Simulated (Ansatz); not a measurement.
`C[SiH](O)[GeH2][OH]` + HBr → `[OH][GeH2][Br]` + `C[SiH2]O`  (cleavage of the Ge–Si bond)

Isolated molecules relaxed with PBE0-D4/def2-TZVP in Ansatz; ΔE leaves out vibrations. CCSD(T)/CBS adds triple-zeta CCSD(T) − MP2 to the extrapolated MP2 energy (def2 sets, frozen cores). This one scheme is used for every species. Functionals use def2-TZVPP. For Br, Ge outer-core shells are correlated without core-valence functions, which leaves a few kJ/mol of doubt a bond. Scalar relativity is left out up to krypton. One conformer a species, not always the lowest.

**Question.** Is it downhill or uphill in electronic energy at CCSD(T)/CBS, and by how much? (An estimate is asked.)

**Answer.** The calculation gave: Downhill: ΔE = -85.5 kJ/mol.

**Question.** What do these levels give: r2SCAN-D4, ωB97X-V, B2PLYP, r2SCAN, PBE0, HF/def2-TZVPP, MP2/def2-TZVPP, SCS-MP2/def2-TZVPP, HF/def2-QZVPP, MP2/def2-QZVPP, MP2/CBS(def2), CCSD/CBS(def2)? (An estimate is asked.)

**Answer.** Ansatz gave: r2SCAN-D4 -86.9, ωB97X-V -87.9, B2PLYP -92.1, r2SCAN -88.4, PBE0 -85.2, HF/def2-TZVPP -112.9, MP2/def2-TZVPP -93.0, SCS-MP2/def2-TZVPP -94.9, HF/def2-QZVPP -113.2, MP2/def2-QZVPP -92.9, MP2/CBS(def2) -92.6, CCSD/CBS(def2) -87.6 kJ/mol.

Largest T1 diagnostic among the species: 0.012.

The D4 term adds +5.8 kJ/mol with B3LYP and +3.7 kJ/mol with PBE0; it sums over pairs of atoms, weighted by their polarisabilities, and B3LYP, whose exchange is more repulsive, gets the larger term. In def2-TZVPP, CCSD(T) changes the Hartree–Fock value by +27.0 kJ/mol (the triples alone add +2.1 kJ/mol) and MP2 by +19.9 kJ/mol. From PBE to PBE0 (25 % exact exchange), in def2-TZVPP and without D4, ΔE moves by −6.0 kJ/mol.

B3LYP here is the variant with VWN-RPA as its local correlation; programs differ in this.
